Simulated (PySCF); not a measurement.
**Telling isomers of C$_{10}$H$_{6}$ClF apart by NMR**

Method: structure optimised with GFN2-xTB, NMR shieldings at PBE0/pcSseg-1/GIAO, in PySCF (non-relativistic Hamiltonian, a single conformation, isolated molecule, equivalent nuclei averaged).

Shifts are taken against calculated references (same method and geometry level): TMS for 1H (31.72 ppm) and 13C (186.93 ppm). Splittings of carbon signals by F and P are missing where no couplings were computed. Where no couplings were computed, multiplicities follow the n + 1 count of equivalent neighbours, and m marks all less simple cases (inequivalent or close neighbours, rings, F or P nearby). Shifts are as computed. Against solution values, carbons near 30 ppm lie about +3 ppm off and those near 130 ppm about +5 ppm; carbons on Cl a further +6 ppm (rms about the fit 2.1 ppm; single classes can miss by 10 ppm). Of 1328 compounds with measured shifts, 309 miss one by over three times the rms of a fit or turn the order of signals round; such compounds aren't used in these exercises. Signals without a measured value on file couldn't be tested in this way; 1H shifts scatter by 0.2 ppm about their fit, and single ones miss by 0.5 ppm. Carbons bonded to Cl come out too deshielded.

Tabulate the signals of `Fc1cc2ccccc2cc1Cl`, `Fc1ccc(Cl)c2ccccc12` and their relative energies.

## Answers


```json
{"SMILES": "Fc1cc2ccccc2cc1Cl", "carbon types": "4×C 6×CH", "δC": "166.2, 136.5, 136.2, 134.2, 133.2, 133.1, 133.0, 132.8, 131.7, 119.0", "δH": "8.20 (m, 1H), 8.07 (d, 1H), 8.07 (d, 1H), 7.88 (m, 1H), 7.86 (m, 1H), 7.84 (m, 1H)", "E rel. (kcal/mol)": "1.8"}
{"SMILES": "Fc1ccc(Cl)c2ccccc12", "carbon types": "4×C 6×CH", "δC": "167.8, 137.5, 135.3, 133.7, 132.3, 132.0, 130.8, 128.2, 127.4, 115.6", "δH": "8.71 (d, 1H), 8.55 (m, 1H), 8.04 (m, 1H), 8.00 (m, 1H), 7.88 (m, 1H), 7.49 (m, 1H)", "E rel. (kcal/mol)": "0.0"}
```

Energies are electronic energies at PBE0/pcSseg-1 on these geometries, without zero-point or thermal terms, each for the one conformer computed, which needn't be the lowest.
